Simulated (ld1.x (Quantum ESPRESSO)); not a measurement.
**gallium, PAW: configuration errors across variants**

Ga, PAW, made with ld1.x (Quantum ESPRESSO) 7.5 (PBE, scalar-relativistic). Core [Ne], reference 3s2 3p6 3d10 4s1.75 4p1.25. Waves: 3s (bound): rcut 0.85, rcutus 1.15 bohr; 4s (bound): rcut 0.85, rcutus 1.15 bohr; 3p (bound): rcut 0.95, rcutus 1.05 bohr; 4p (bound): rcut 0.95, rcutus 1.05 bohr; 3d (bound): rcut 1.10, rcutus 1.15 bohr; 3d channel at 0.8 Ry: rcut 1.10, rcutus 1.15 bohr. Local part: all-electron potential smoothed inside 0.80 bohr (lloc = -1). Core correction: Bessel-smoothed model core inside 0.55 bohr. Augmentation charge: BESSEL, radius 0.85 bohr.

All-electron excitation energies from the reference (eV): (1) 3s2 3p6 3d10 4s2 4p1 -1.603; (2) 3s2 3p6 3d10 4s2 4p0 4.085; (3) 3s2 3p6 3d10 4s1 4p0 25.212; (4) 3s2 3p6 3d10 4s0 4p3 11.768; (5) 3s2 3p6 3d10 4s0 4p0 56.485; (6) 3s2 3p6 3d10 4s2 4p1.3 -2.137; (7) 3s2 3p6 3d10 4s1 4p1 11.457.

The overlap operator is not positive definite (basis up to 400 Ry) in “base”, “waves 3d (bound): rcut 0.74, rcutus 0.78 bohr; 3d channel at 0.8 Ry: rcut 0.74, rcutus 0.78 bohr”, “waves 3d (bound): rcut 1.00, rcutus 1.06 bohr; 3d channel at 0.8 Ry: rcut 1.00, rcutus 1.06 bohr”, “waves 3d (bound): rcut 1.10, rcutus 1.24 bohr; 3d channel at 0.8 Ry: rcut 1.10, rcutus 1.24 bohr”, “waves 3d (bound): rcut 1.10, rcutus 1.42 bohr; 3d channel at 0.8 Ry: rcut 1.10, rcutus 1.42 bohr”, “waves 3d (bound): rcut 1.10, rcutus 1.58 bohr; 3d channel at 0.8 Ry: rcut 1.10, rcutus 1.58 bohr”, “waves 3d (bound): rcut 1.10, rcutus 1.68 bohr; 3d channel at 0.8 Ry: rcut 1.10, rcutus 1.68 bohr”. Such files are unfit for use, however small their errors in these radial tests.

Errors AE − PS in meV (a dash: test not solved or not reliable):

```csv
change,(1),(2),(3),(4),(5),(6),(7),bound ghosts
base,+0.2,-0.1,-2.3,+0.1,-4.3,+0.2,-0.9,not determined (overlap not positive)
"waves 3d (bound): rcut 0.74, rcutus 0.78 bohr; 3d channel at 0.8 Ry: rcut 0.74, rcutus 0.78 bohr",+0.3,-0.1,-2.3,+0.2,-3.5,+0.3,-1.0,not determined (overlap not positive)
"waves 3d (bound): rcut 1.00, rcutus 1.06 bohr; 3d channel at 0.8 Ry: rcut 1.00, rcutus 1.06 bohr",+0.2,-0.2,-2.2,+0.2,-3.8,+0.1,-0.8,not determined (overlap not positive)
"waves 3d (bound): rcut 1.10, rcutus 1.24 bohr; 3d channel at 0.8 Ry: rcut 1.10, rcutus 1.24 bohr",+0.3,-0.1,-2.4,+0.2,-4.7,+0.2,-0.8,not determined (overlap not positive)
"waves 3d (bound): rcut 1.10, rcutus 1.42 bohr; 3d channel at 0.8 Ry: rcut 1.10, rcutus 1.42 bohr",+0.2,0.0,-2.4,+0.4,-3.9,+0.2,-0.9,not determined (overlap not positive)
"waves 3d (bound): rcut 1.10, rcutus 1.58 bohr; 3d channel at 0.8 Ry: rcut 1.10, rcutus 1.58 bohr",+0.2,0.0,-1.4,+1.9,+3.2,+0.1,-0.6,not determined (overlap not positive)
"waves 3d (bound): rcut 1.10, rcutus 1.68 bohr; 3d channel at 0.8 Ry: rcut 1.10, rcutus 1.68 bohr",+0.1,-0.1,-1.4,+0.5,-2.1,+0.2,-0.6,not determined (overlap not positive)
```

Q: Give the same row for: waves 3d (bound): rcut 0.90, rcutus 0.96 bohr; 3d channel at 0.8 Ry: rcut 0.90, rcutus 0.96 bohr.

A: +0.1, -0.3, -2.1, +0.6, -3.0, +0.1, -0.7; bound ghosts: not determined (overlap not positive). Its overlap operator is not positive definite in a basis up to 400 Ry (lowest eigenvalue p -0.37), so the file is unfit for use: the generalised eigenproblem breaks down once the basis is large enough, and its test numbers describe a broken file.
